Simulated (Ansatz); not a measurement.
Born–Oppenheimer molecular dynamics of BFH₇NO (11 atoms, charge 0, multiplicity 1). It starts from a rough guess of a transition structure, not a stationary point.

Theory: UKS B3LYP/STO-3G (Ansatz).

```json
{
  "ensemble": "NVE (velocity Verlet)",
  "time step": "0.5 fs",
  "steps asked": "150",
  "starting velocities drawn for": "100 K",
  "seed": "896875"
}
```

Frames 1 fs apart, positions in Å, forces in eV/Å.

Velocities at 20.0 fs (Å/ps):

```
B -2.33 -9.09 -11.24
O 2.13 5.19 1.11
H -2.94 9.32 2.31
H 0.79 -3.42 7.71
H -33.10 -9.54 -19.53
F 1.99 5.37 4.12
H -3.62 4.56 10.55
N -3.10 -5.79 -1.87
H 7.23 -28.82 39.20
H 16.68 11.85 -16.99
H 11.71 10.34 28.01
```

```xyz
11
Properties=species:S:1:pos:R:3:forces:R:3 time_fs=20.0 energy_less_start_eV=-0.436 T=469
B -0.917 -0.553 -0.698 -1.48 -1.18 -3.72
O 0.265 -1.143 -0.154 2.83 -3.71 2.55
H -0.496 -0.312 -1.826 -1.21 -0.28 0.19
H -1.763 -1.335 -0.462 -0.76 -0.08 -0.84
H -0.091 1.109 0.313 -1.94 -0.11 -0.46
F -1.210 0.646 -0.096 -1.68 2.88 1.36
H 0.847 -0.257 0.315 0.17 -0.63 -0.01
N 0.920 0.892 0.612 2.98 2.13 -0.17
H 0.026 -1.786 0.614 0.31 0.58 -0.63
H 1.562 1.425 -0.018 0.25 0.03 0.14
H 1.082 1.205 1.564 0.54 0.37 1.60
11
Properties=species:S:1:pos:R:3:forces:R:3 time_fs=21.0 energy_less_start_eV=-0.495 T=520
B -0.920 -0.563 -0.711 -1.33 -0.87 -2.81
O 0.268 -1.139 -0.152 2.19 -4.94 3.37
H -0.505 -0.304 -1.823 -1.11 -0.31 -0.04
H -1.766 -1.339 -0.458 -0.77 -0.03 -0.90
H -0.132 1.099 0.291 -0.69 -0.15 0.01
F -1.208 0.652 -0.092 -1.98 2.29 0.94
H 0.845 -0.255 0.325 0.36 -0.41 0.02
N 0.918 0.887 0.610 3.13 3.58 0.76
H 0.035 -1.810 0.648 0.53 1.63 -1.88
H 1.579 1.436 -0.033 -0.48 -0.58 0.85
H 1.096 1.216 1.598 0.15 -0.21 -0.32
11
Properties=species:S:1:pos:R:3:forces:R:3 time_fs=22.0 energy_less_start_eV=-0.492 T=520
B -0.924 -0.573 -0.726 -1.14 -0.71 -1.75
O 0.272 -1.138 -0.148 1.61 -5.30 3.31
H -0.524 -0.299 -1.820 -0.93 -0.30 -0.37
H -1.776 -1.343 -0.463 -0.67 0.08 -0.92
H -0.180 1.088 0.270 0.63 -0.08 0.49
F -1.208 0.659 -0.087 -2.43 1.59 0.46
H 0.846 -0.258 0.336 0.52 -0.05 0.06
N 0.918 0.885 0.609 2.90 4.34 1.52
H 0.049 -1.820 0.665 0.47 1.92 -2.30
H 1.592 1.442 -0.041 -0.82 -0.87 1.18
H 1.111 1.226 1.628 -0.14 -0.62 -1.68
11
Properties=species:S:1:pos:R:3:forces:R:3 time_fs=23.0 energy_less_start_eV=-0.564 T=582
B -0.929 -0.584 -0.743 -0.91 -0.62 -0.62
O 0.277 -1.140 -0.143 1.15 -4.79 2.46
H -0.552 -0.297 -1.821 -0.70 -0.24 -0.74
H -1.792 -1.346 -0.477 -0.49 0.18 -0.89
H -0.221 1.076 0.254 1.76 0.12 0.88
F -1.208 0.667 -0.082 -2.96 0.80 -0.05
H 0.851 -0.260 0.347 0.58 0.33 0.04
N 0.920 0.885 0.609 2.43 4.31 1.98
H 0.067 -1.811 0.660 0.20 1.52 -1.93
H 1.597 1.440 -0.037 -0.77 -0.83 1.11
H 1.125 1.230 1.643 -0.28 -0.78 -2.25
11
Properties=species:S:1:pos:R:3:forces:R:3 time_fs=24.0 energy_less_start_eV=-0.728 T=721
B -0.935 -0.596 -0.761 -0.66 -0.46 0.44
O 0.283 -1.145 -0.135 0.91 -3.31 0.79
H -0.587 -0.297 -1.829 -0.45 -0.18 -1.02
H -1.814 -1.347 -0.499 -0.29 0.24 -0.79
H -0.246 1.065 0.246 2.46 0.31 1.10
F -1.210 0.676 -0.077 -3.30 0.04 -0.52
H 0.863 -0.260 0.359 0.49 0.56 -0.06
N 0.924 0.889 0.610 1.77 3.63 2.12
H 0.087 -1.789 0.638 -0.28 0.35 -0.68
H 1.594 1.430 -0.023 -0.35 -0.48 0.65
H 1.137 1.226 1.637 -0.30 -0.70 -2.02
11
Properties=species:S:1:pos:R:3:forces:R:3 time_fs=25.0 energy_less_start_eV=-0.855 T=829
B -0.942 -0.608 -0.778 -0.39 -0.16 1.24
O 0.290 -1.152 -0.127 0.94 -1.05 -1.59
H -0.626 -0.299 -1.847 -0.23 -0.16 -1.06
H -1.838 -1.347 -0.529 -0.09 0.24 -0.65
H -0.248 1.056 0.248 2.44 0.33 1.07
F -1.214 0.684 -0.072 -3.11 -0.53 -0.84
H 0.878 -0.254 0.370 0.25 0.56 -0.24
N 0.929 0.895 0.612 0.93 2.48 1.84
H 0.105 -1.763 0.609 -0.91 -1.43 1.35
H 1.589 1.415 -0.003 0.35 0.11 -0.12
H 1.146 1.216 1.612 -0.17 -0.38 -0.99
11
Properties=species:S:1:pos:R:3:forces:R:3 time_fs=26.0 energy_less_start_eV=-0.881 T=853
B -0.949 -0.620 -0.794 -0.16 0.36 1.65
O 0.297 -1.160 -0.120 0.98 0.83 -3.45
H -0.668 -0.302 -1.875 -0.05 -0.21 -0.81
H -1.863 -1.344 -0.565 0.07 0.17 -0.47
H -0.227 1.051 0.260 1.65 0.19 0.79
F -1.220 0.693 -0.068 -2.35 -0.91 -0.98
H 0.896 -0.243 0.379 -0.08 0.31 -0.40
N 0.934 0.902 0.616 0.16 1.17 0.91
H 0.113 -1.751 0.593 -1.38 -2.76 2.91
H 1.587 1.402 0.016 1.04 0.71 -0.93
H 1.153 1.202 1.578 0.11 0.14 0.78
11
Properties=species:S:1:pos:R:3:forces:R:3 time_fs=27.0 energy_less_start_eV=-0.927 T=893
B -0.956 -0.632 -0.808 -0.04 1.02 1.70
O 0.304 -1.167 -0.116 0.62 0.85 -3.18
H -0.710 -0.308 -1.910 0.11 -0.30 -0.31
H -1.887 -1.339 -0.605 0.19 0.06 -0.26
H -0.191 1.048 0.280 0.41 0.08 0.35
F -1.226 0.700 -0.064 -1.37 -1.22 -1.04
H 0.914 -0.229 0.383 -0.39 -0.10 -0.49
N 0.940 0.911 0.620 0.00 0.24 -0.45
H 0.109 -1.764 0.604 -1.25 -2.26 2.38
H 1.594 1.395 0.026 1.28 0.98 -1.31
H 1.161 1.190 1.552 0.44 0.66 2.62
11
Properties=species:S:1:pos:R:3:forces:R:3 time_fs=28.0 energy_less_start_eV=-0.982 T=938
B -0.963 -0.643 -0.821 -0.04 1.70 1.54
O 0.312 -1.174 -0.113 -0.14 -0.52 -1.43
H -0.750 -0.316 -1.948 0.28 -0.39 0.26
H -1.910 -1.334 -0.648 0.27 -0.07 -0.04
H -0.150 1.046 0.303 -0.91 0.12 -0.11
F -1.234 0.707 -0.060 -0.52 -1.56 -1.10
H 0.927 -0.216 0.384 -0.60 -0.51 -0.46
N 0.946 0.919 0.624 0.91 0.14 -1.15
H 0.093 -1.798 0.636 -0.63 -0.47 0.37
H 1.614 1.397 0.024 0.84 0.78 -1.01
H 1.174 1.183 1.550 0.55 0.79 3.13
11
Properties=species:S:1:pos:R:3:forces:R:3 time_fs=29.0 energy_less_start_eV=-0.920 T=885
B -0.970 -0.652 -0.833 -0.06 2.25 1.32
O 0.320 -1.181 -0.110 -0.95 -1.79 0.07
H -0.788 -0.329 -1.984 0.46 -0.43 0.76
H -1.930 -1.330 -0.692 0.32 -0.19 0.20
H -0.119 1.044 0.325 -1.98 0.26 -0.50
F -1.241 0.714 -0.057 0.08 -1.91 -1.19
H 0.935 -0.208 0.380 -0.68 -0.74 -0.34
N 0.952 0.928 0.628 2.51 0.66 -0.49
H 0.072 -1.836 0.673 0.03 1.13 -1.38
H 1.641 1.407 0.013 0.01 0.32 -0.28
H 1.191 1.184 1.577 0.26 0.44 1.82
11
Properties=species:S:1:pos:R:3:forces:R:3 time_fs=30.0 energy_less_start_eV=-0.753 T=744
B -0.977 -0.659 -0.843 -0.05 2.56 1.15
O 0.328 -1.189 -0.108 -1.63 -2.37 0.71
H -0.822 -0.345 -2.012 0.64 -0.38 1.09
H -1.947 -1.327 -0.733 0.36 -0.27 0.44
H -0.105 1.046 0.343 -2.37 0.38 -0.68
F -1.249 0.719 -0.055 0.44 -2.20 -1.28
H 0.937 -0.207 0.372 -0.64 -0.70 -0.15
N 0.960 0.937 0.631 3.67 1.13 0.69
H 0.050 -1.865 0.696 0.48 1.97 -2.24
H 1.668 1.420 -0.001 -0.73 -0.09 0.45
H 1.211 1.190 1.620 -0.15 -0.03 -0.17
11
Properties=species:S:1:pos:R:3:forces:R:3 time_fs=31.0 energy_less_start_eV=-0.628 T=638
B -0.984 -0.664 -0.853 0.02 2.61 1.10
O 0.334 -1.198 -0.106 -2.13 -2.29 0.60
H -0.850 -0.365 -2.030 0.81 -0.25 1.19
H -1.960 -1.327 -0.770 0.38 -0.30 0.66
H -0.114 1.050 0.354 -1.92 0.38 -0.64
F -1.256 0.723 -0.053 0.61 -2.39 -1.35
H 0.932 -0.212 0.364 -0.52 -0.41 0.07
N 0.971 0.947 0.634 3.61 1.16 1.46
H 0.033 -1.874 0.699 0.67 2.12 -2.31
H 1.689 1.431 -0.011 -1.11 -0.30 0.90
H 1.230 1.194 1.663 -0.42 -0.33 -1.69
```

Of the whole run (75 fs, mean temperature of the second half 619 K): The conserved energy stayed within 0.87 meV per atom of its start (net change -0.39 meV per atom), so the integration is sound. The system heated up, since it started high on the potential surface and ran downhill. A run of 0.075 ps of so small a system gives no equilibrium averages. The orbitals stay closed-shell, which can raise the energy where a bond breaks towards radicals; this wasn't checked here. Limits of this set-up: minimal basis.

Run time: 12 min on 1 thread of Intel(R) Xeon(R) Processor @ 2.50GHz (Skylake/Cascade Lake), on a shared host, peak memory 0.12 GiB.
